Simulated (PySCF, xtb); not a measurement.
Al(H)2(SH) (AlH3S), SMILES [AlH2][SH].

xtb with GFN2-xTB at its own geometry gives an orbital gap of 4.67 eV and a dipole moment of 1.63 D.

Geometry: PBE0-D3(BJ)/def2-TZVP.

What does HF/def2-TZVPD in PySCF give? (The exact figures need the calculation; the answer reports its results.)

gap 11.62 eV (levels -10.53 and 1.09 eV), dipole 1.14 D.
